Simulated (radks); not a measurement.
Results of a calculation; reference values are marked as such.
Task: The niobium ion Nb3+, 38 electrons, occupied as [Kr] 4d1 5s1 (not the ground configuration). Level of theory: scalar-relativistic Kohn-Sham, PBEsol, spin-polarised, spherical densities, point nucleus; open shells are filled with parallel spins first (spin-orbit coupling, left out, can overturn this in heavy ions) (a radial shooting solver on a logarithmic mesh with Libxc functionals). Some entries of the table are withheld. Estimate them.

orbital  occ.  eigenvalue (hartree)  <r^2> (bohr^2)  <1/r> (bohr^-1)
1s up       1             -692.0832        0.001759            42.38
1s down     1             -692.0820        0.001759            42.38
2s up       1             -97.97380         0.02947            9.521
2s down     1             -97.96823         0.02947            9.521
2p up       3             -87.64265         0.02320            9.269
2p down     3             -87.63827         0.02320            9.269
3s up       1             -17.44457          0.2254            3.251
3s down     1             -17.44032          0.2253            3.251
3p up       3             -14.06909          0.2316            3.091
3p down     3             -14.06443          0.2315            3.091
3d up       5              -8.54962          0.2260            2.856
3d down     5              -8.54339          0.2258            2.856
4s up       1              -3.43527           1.471            1.191
4s down     1              -3.40255           1.460            1.196
4p up       3                   (1)           1.815            1.062
4p down     3                   (2)           1.793            1.068
4d up       1                   (3)           3.232           0.7873
4d down     0                   (4)           3.147           0.7987
5s up       1                   (5)           8.204           0.4826
5s down     0                   (6)           8.187           0.4831

Result: 
(1) 4p up eigenvalue (hartree): -2.53519
(2) 4p down eigenvalue (hartree): -2.49752
(3) 4d up eigenvalue (hartree): -1.26274
(4) 4d down eigenvalue (hartree): -1.21107
(5) 5s up eigenvalue (hartree): -1.02937
(6) 5s down eigenvalue (hartree): -0.95873
